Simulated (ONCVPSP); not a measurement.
**Reading a pseudo-wave (Re)**

Columns: radius, all-electron u(r) and pseudo u(r) of the 5p shell (level -50.83 eV) of rhenium in the configuration [Kr] 4d10 4f14 5s2 5p6 5d5 6s1.5; PW91, scalar-relativistic, ONCV scheme, ONCVPSP 4.0.1.

| r (bohr) | all-electron | pseudo |
| --- | --- | --- |
| 0.093 | 0.1434 | 0.0151 |
| 0.185 | 0.2517 | 0.0625 |
| 0.278 | -0.3218 | 0.1429 |
| 0.370 | -0.5558 | 0.2446 |
| 0.463 | -0.3792 | 0.3619 |
| 0.555 | -0.0181 | 0.4917 |
| 0.648 | 0.3600 | 0.6300 |
| 0.740 | 0.6650 | 0.7564 |
| 0.833 | 0.8796 | 0.8653 |
| 0.925 | 1.0041 | 0.9607 |
| 1.018 | 1.0572 | 1.0355 |
| 1.110 | 1.0560 | 1.0546 |
| 1.203 | 1.0171 | 1.0169 |
| 1.295 | 0.9549 | 0.9548 |
| 1.388 | 0.8785 | 0.8784 |
| 1.480 | 0.7971 | 0.7970 |
| 1.573 | 0.7140 | 0.7139 |
| 1.665 | 0.6345 | 0.6344 |
| 1.758 | 0.5589 | 0.5589 |
| 1.850 | 0.4900 | 0.4900 |
| 1.943 | 0.4269 | 0.4269 |
| 2.035 | 0.3709 | 0.3710 |
| 2.128 | 0.3207 | 0.3207 |
| 2.220 | 0.2769 | 0.2769 |
| 2.313 | 0.2381 | 0.2381 |
| 2.405 | 0.2046 | 0.2046 |

How many radial nodes do the two functions have?

The all-electron 5p function has n − l − 1 = 3 (the table is too coarse to show those close to the nucleus); the pseudo-wave has 0, since the states of the same l below it are removed with the core.

At about which radius was the pseudo-wave matched?

1.15 bohr, where the columns begin to agree (steps of 0.09 bohr).

Is the pseudo-wave norm-conserving?

Yes: the ONCV scheme keeps the norm inside the radius equal to the all-electron one, which fixes the energy derivative of the logarithmic derivative at the level.
